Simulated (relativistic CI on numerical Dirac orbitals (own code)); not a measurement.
## Lu11+: q coefficients and field-shift factors

These numbers are calculated, not measured: Dirac-Coulomb-Breit CI, orbitals from a KLI potential per configuration, derivatives by finite differences, unscaled Slater integrals, QED left out (own radial code, finite nucleus).

CI space (outside the closed core [Kr] 4d10): 4f12.5s2, 4f11.5s2.5p, 4f12.5s.5p, 4f14, 4f13.5s, 4f12.5p2, 4f13.5p, 4f12.5s.5f. Levels of other configurations are missing.

With x = (α/α₀)² − 1 an excitation energy changes as ω = ω₀ + qx; K = 2q/ω₀ is the relative enhancement. Terms are leading LS components, so labels can repeat. The field-shift factor is F = δν/δ⟨r²⟩ for the transition from the lowest level.

Lowest level 4f11.5s2.5p 5H_7.

```tsv
Level	ω₀ (cm⁻¹)	q (cm⁻¹)	K	F (GHz/fm²)
4f11.5s2.5p 3K_8	5891.5	-182	-0.0618	0.102
4f11.5s2.5p 5H_6	12769.5	10430	1.63	0.552
4f11.5s2.5p 5K_7	14873.9	9408	1.27	0.634
4f11.5s2.5p 5I_5	18816.0	9109	0.968	0.72
4f11.5s2.5p 5K_6	20520.5	12000	1.17	0.563
4f11.5s2.5p 3F_4	22149.1	403	0.0364	0.403
4f11.5s2.5p 5K_5	23473.4	8143	0.694	0.664
4f11.5s2.5p 3G_5	28285.6	5922	0.419	0.439
4f11.5s2.5p 3H_4	28333.7	10820	0.763	0.833
4f11.5s2.5p 5P_1	31324.5	3585	0.229	0.679
4f11.5s2.5p 3G_5	32976.6	10100	0.612	0.549
4f11.5s2.5p 5F_3	34178.3	10200	0.597	0.927
4f11.5s2.5p 3H_6	34186.8	8142	0.476	0.827
4f11.5s2.5p 5P_2	34395.6	2181	0.127	0.518
4f11.5s2.5p 5F_2	36644.8	9805	0.535	0.935
4f11.5s2.5p 3D_1	37818.2	8967	0.474	0.775
4f11.5s2.5p 5G_4	38282.9	13740	0.718	0.92
4f11.5s2.5p 5F_5	40401.9	13360	0.661	1.19
4f11.5s2.5p 3F_4	41983.6	11870	0.565	0.826
4f11.5s2.5p 5G_2	42364.7	12110	0.572	0.728
4f11.5s2.5p 5G_3	42474.8	10670	0.502	0.808
4f11.5s2.5p 3I_7	45468.2	9535	0.419	0.724
4f11.5s2.5p 3L_8	46371.4	6416	0.277	1.1
```

At this charge transitions that keep the count of f electrons are usually good to a few per cent. Terms inside the open d or f shell come out 10 to 20 % too wide with unscaled integrals. Levels and lines within the n = 5 or 6 shells can be off by up to 10 % or somewhat more, and those that change n by about 2 %, since core polarisation is missing. Levels that differ in their count of f electrons can be misplaced by several ten thousand cm⁻¹, since the correlation energy of f electrons is missing or only estimated; rates across such gaps can be off by orders of magnitude. The computed lowest level isn't the tabulated ground level, which NIST ASD gives as 4f12 5s2 3H6; for such ions that label comes from theory and may be the wrong one.
